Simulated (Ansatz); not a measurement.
`[F][Al]1[CH2][O]1`, relaxed with RKS PBE-D4/def2-SVP in Ansatz 0.2.0 from a rough embedded geometry. The force threshold is 0.03 eV/Å; the program also tests the step.

Charge 0, multiplicity 1.

Start:

```xyz
6

F    -2.652   -0.798    0.097
Al   -0.814   -0.782    0.161
C     0.662    0.437    0.025
O     0.888   -0.721   -0.551
H     1.324    0.554    0.941
H     0.592    1.310   -0.673
```

```tsv
step	energy (eV)	largest force (eV/Å)	largest move (Å)
1	-12413.3057	5.111	0.000
2	-12414.2963	2.235	0.197
3	-12414.7362	1.947	0.193
4	-12414.7977	0.360	0.052
5	-12414.8249	0.202	0.106
6 (rejected)	-12414.8222	0.602	0.053
7	-12414.8325	0.076	0.026
8	-12414.8352	0.070	0.032
9 (rejected)	-12414.8350	0.107	0.010
10	-12414.8355	0.007	0.005
```

End:

```xyz
6

F    -2.486   -1.135    0.161
Al   -0.971   -0.456    0.056
C     0.656    0.520    0.073
O     0.578   -0.824   -0.609
H     1.348    0.537    0.941
H     0.875    1.357   -0.622
```

It took 9.5 s on 2 threads of an Arm Neoverse V2 on a shared host, with 0.16 GiB of host memory at the peak.
